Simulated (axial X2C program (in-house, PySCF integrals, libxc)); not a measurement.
Ionising ZnB

Calculated with an axial X2C code built on PySCF integrals, spin-free (one-electron X2C) or two-component (2c: spin–orbit coupling with atomic mean-field Coulomb and Gaunt terms, which also bring small scalar terms), in Dyall basis sets with cores contracted in-house; open shells are unrestricted.

Basis sets: B dyall-v3z, Zn dyall-cv3z. Frozen shells (counts by l): ZnB Zn 3s2p, B 1s, 15 electrons correlated; ZnB⁺ Zn 3s2p, B 1s, 14 electrons correlated. Where the outer core of a metal is frozen, bonds come out longer and ionisation energies lower.

```
Hamiltonian  level         ZnB state  Re (Å)  ωe (cm⁻¹)  De (eV)
  spin-free   PBE0  M_S = 1/2, Λ = 1   2.209      326.1     0.47
  spin-free    MP2  M_S = 1/2, Λ = 1   2.170      318.4     0.30
         2c   PBE0           Ω = 1/2   2.207      327.3     0.48
```

Adiabatic ionisation energy (minimum to minimum, no zero-point term) and constants of ZnB⁺:

```
Hamiltonian  level      ZnB⁺ state  IE (eV)  Re (Å)  ωe (cm⁻¹)  De (eV)  fragments
  spin-free   PBE0  M_S = 0, Λ = 0     7.16   2.350      327.5     1.96    Zn + B+
  spin-free    MP2  M_S = 0, Λ = 0     7.00   2.332      330.2     1.56    Zn + B+
         2c   PBE0           Ω = 0     7.16   2.351      327.4     1.96    Zn + B+
```

Problem. Add the zero-point terms to the ionisation energy at PBE0, 2c, and say whether the electron removed was bonding.

Solution. IE0 = IE + (ωe⁺ − ωe)/2 = 7.16 + (0.000) = 7.16 eV. Re changes by 0.144 Å, so the bond lengthens, as on loss of a bonding electron.

Problem. Close the cycle De(ZnB⁺) + IE(ZnB) = De(ZnB) + IE(B) to find the atomic ionisation energy at PBE0, 2c.

Solution. IE(B) = 1.96 + 7.16 − 0.48 = 8.64 eV, for the determinants used.

Each entry is the lowest single determinant of a limited PBE0 search at one distance. De goes to single-determinant-based atoms at the same level (for ions the charge split of lowest energy) and is withheld (n/a) where an atom does not fit its ground term or J level. Main or longest-lived isotopes. Some light 2c atoms are not at their ground J level, so De misses part of their lowering (0.04 eV or less). The functionals have no current term, which raises determinants with orbital currents. Where the atoms have a lower orbital projection than the molecule, De at mean-field level may be about a tenth of an eV too small.
